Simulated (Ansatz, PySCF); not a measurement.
CH₇ClOSi₂, SMILES [SiH3]CO[SiH2]Cl. Atoms are numbered in the order given.

```xyz
12

Si    -2.5318     0.7897    -0.2971
C     -0.9346     0.1095    -1.0760
O     -0.3707    -0.9213    -0.2834
Si     0.7959    -0.7357     0.8688
Cl     2.4173     0.2635     0.0554
H     -3.0956     1.8575    -1.1789
H     -2.2304     1.3658     1.0480
H     -3.5276    -0.3108    -0.1420
H     -1.1649    -0.3121    -2.0691
H     -0.2101     0.9267    -1.2520
H      1.2044    -2.0990     1.2772
H      0.3290     0.0895     2.0159
```
Charge 0, spin multiplicity 1.

Geometry optimised at PBE0-D3(BJ)/def2-SVP. The structure was generated by enumeration, and PubChem lists no compound with its InChIKey, so it may never have been made. One conformer was computed; it need not be the lowest.

Two levels are set side by side: PBE-D3(BJ)/def2-SVP (Ansatz, a program for electronic structure) and PBE0-D3(BJ)/def2-SVP (Ansatz). Each level has its own optimised geometry; the coordinates shown are those of the second. Frequencies come from the Hessian of PySCF at each geometry. Differences are taken from unrounded values.

| quantity | PBE0-D3(BJ) | PBE-D3(BJ) | PBE-D3(BJ) minus PBE0-D3(BJ) |
|---|---|---|---|
| mean bond length (Å) | 1.518 | 1.530 | 0.012 |
| bond Si1–C2 (Å) | 1.903 | 1.915 | 0.013 |
| bond C2–O3 (Å) | 1.417 | 1.432 | 0.015 |
| bond O3–Si4 (Å) | 1.650 | 1.669 | 0.019 |
| bond Si4–Cl5 (Å) | 2.071 | 2.086 | 0.015 |
| bond Si1–H6 (Å) | 1.495 | 1.506 | 0.011 |
| bond Si1–H7 (Å) | 1.494 | 1.504 | 0.010 |
| bond Si1–H8 (Å) | 1.492 | 1.502 | 0.010 |
| bond C2–H9 (Å) | 1.103 | 1.112 | 0.009 |
| bond C2–H10 (Å) | 1.106 | 1.115 | 0.009 |
| bond Si4–H11 (Å) | 1.481 | 1.492 | 0.011 |
| bond Si4–H12 (Å) | 1.488 | 1.500 | 0.012 |
| highest harmonic wavenumber (cm⁻¹) | 3106 | 3009 | -97 |
| mean harmonic wavenumber (cm⁻¹) | 1120 | 1081 | -39 |
| zero-point energy (kcal/mol) | 48.03 | 46.36 | -1.67 |

GGA bonds tend to be longer and softer than those of functionals with exact exchange. Differences between two approximate levels are no errors against the true value.
